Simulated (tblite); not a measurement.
Compound: C5H8P2.
Structure used (GFN2-xTB), in Å, numbered top down from 1:
```
atom  x, y, z in Å
P1     2.792    0.589    0.065
P2     1.133   -0.768   -0.329
C3     0.234   -0.543    1.229
C4    -1.070   -0.308    1.267
C5    -1.922   -0.154    0.042
C6    -1.188    0.519   -1.079
C7     0.106    0.354   -1.316
H8     3.512   -0.396    0.740
H9     3.412    0.273   -1.144
H10    0.815   -0.657    2.135
H11   -1.580   -0.198    2.215
H12   -2.244   -1.148   -0.292
H13   -2.824    0.411    0.286
H14   -1.777    1.181   -1.699
H15    0.597    0.853   -2.142
```

Level: GFN2-xTB in tblite, geometry and Hessian alike; calculated harmonic values, unscaled, isolated species. Against measured fundamentals such values can be off by several per cent, at times by over 20. Modes of hydrogen on phosphorus can be 10 to 20 % off. One conformer, not necessarily the lowest.

Harmonic wavenumbers (cm⁻¹): 60.6, 106.8, 138.6, 156.6, 346.5, 353.4, 390.3, 497.3, 513.9, 657.8, 693.9, 703.7, 710.6, 752.6, 786.6, 807.1, 887.0, 888.0, 921.2, 976.6, 1039.0, 1123.1, 1149.4, 1168.7, 1170.2, 1283.8, 1310.0, 1322.5, 1450.1, 1645.3, 1680.8, 2243.7, 2308.9, 2898.1, 2979.5, 3030.8, 3031.6, 3049.3, 3050.7.

A = 3748, B = 1288, C = 1095 MHz; mass 130.010 u (most abundant isotopes); point group Cs, symmetry number 1.

**Question.** Zero-point energy?

**Answer.** ½Σν̃ = 24142 cm⁻¹ = 69.03 kcal/mol.

**Question.** Entropy at 273.15 K, 1 bar (ideal gas, RRHO, classical rotation)?

**Answer.** Translation 40.09, rotation 28.24, vibration 18.64: S = 87.0 cal/(mol K).

**Question.** And Cp and H(273.15 K) − H(0)?

**Answer.** Cp = 29.79 cal/(mol K), of which vibrations give 21.84 (their classical limit is 39 R = 77.5); H(273.15 K) − H(0) = 4.98 kcal/mol without the zero-point energy, 2.81 from vibrations.

**Question.** What must be added to the electronic energy to get the Gibbs energy at 273.15 K and 1 bar?

**Answer.** ZPE + [H(273.15 K) − H(0)] − T·S = 69.03 + 4.98 − 23.76 = 50.25 kcal/mol.

**Question.** Which modes carry the vibrational entropy at 273.15 K?

**Answer.** 60.6 cm⁻¹: 4.26; 106.8 cm⁻¹: 3.16; 138.6 cm⁻¹: 2.66; 156.6 cm⁻¹: 2.43; 346.5 cm⁻¹: 1.05; 353.4 cm⁻¹: 1.02 cal/(mol K); the other 33 give 4.08 together.

**Question.** Blend soft modes into free rotors: weight 1/[1 + (100 cm⁻¹/ν̃)⁴] for the oscillator and the rest for a rotor with moment μB/(μ + B), μ = h/(8π²ν), B = 10⁻⁴⁴ kg m². What vibrational entropy results?

**Answer.** 17.51 cal/(mol K) in place of 18.64, which changes −T·S at 273.15 K by +0.31 kcal/mol.

Hindered rotation and anharmonicity are outside this model. Other conformers, if any are populated, would add a mixing term that is left out.
